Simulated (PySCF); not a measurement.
Compound: CH7BrGe2.
Cartesian coordinates in Å at the PBE0-D3(BJ)/def2-SVP level; atoms count from 1:
```
atom  x, y, z in Å
C1    -1.5851   -0.9106   -0.0113
Ge2   -0.4639    0.6790    0.0883
Ge3    1.9083    0.1906    0.1531
Br4   -0.8065    1.8713   -1.8838
H5    -1.4695   -1.5076    0.9060
H6    -1.2917   -1.5202   -0.8770
H7    -2.6394   -0.6195   -0.1191
H8    -0.9253    1.6234    1.2153
H9     2.2797   -0.4995    1.4797
H10    2.2472   -0.7553   -1.0110
H11    2.7209    1.4863    0.0129
```

Method: core-valence-separated Tamm–Dancoff BHandHLYP/aug-pcX-1 (pcseg-1 on H, def2-SVPD on Br, def2-SVPD on Ge) in PySCF, non-relativistic, gas phase, PBE0-D3(BJ)/def2-SVP geometry. The energies are unshifted.

The lowest roots of each edge with f over 0.003 (five at most, numbered afresh; weaker and dark ones are left out), with transition dipoles (au) in the frame of the coordinates:

```json
{"root": "1", "edge": "C", "E (eV)": "285.22", "f": "0.0237", "μx": "0.0350", "μy": "0.0464", "μz": "0.0036"}
{"root": "2", "edge": "C", "E (eV)": "285.38", "f": "0.0068", "μx": "-0.0101", "μy": "-0.0267", "μz": "0.0125"}
{"root": "3", "edge": "C", "E (eV)": "285.94", "f": "0.0160", "μx": "-0.0318", "μy": "-0.0314", "μz": "-0.0171"}
{"root": "4", "edge": "C", "E (eV)": "286.37", "f": "0.0307", "μx": "-0.0267", "μy": "0.0316", "μz": "-0.0516"}
{"root": "5", "edge": "C", "E (eV)": "286.45", "f": "0.0333", "μx": "-0.0428", "μy": "0.0314", "μz": "0.0438"}
```

**Question.** Molecules are fixed in this frame and the field points along (1, 1, 0)/√2. What effective strengths 3 f cos²θ do the roots have (θ between field and μ)?

**Answer.** root 1 (C1): 0.070, root 2 (C1): 0.014, root 3 (C1): 0.042, root 4 (C1): 0.000, root 5 (C1): 0.001. Root 1 is the strongest. Averaged over all orientations cos²θ is 1/3, which gives f back.

 Relativistic effects, spin–orbit coupling among them, are left out although an element past zinc is present.

Cost: about 29 s of CPU time on one thread; the machine was shared, so the figure is rough.
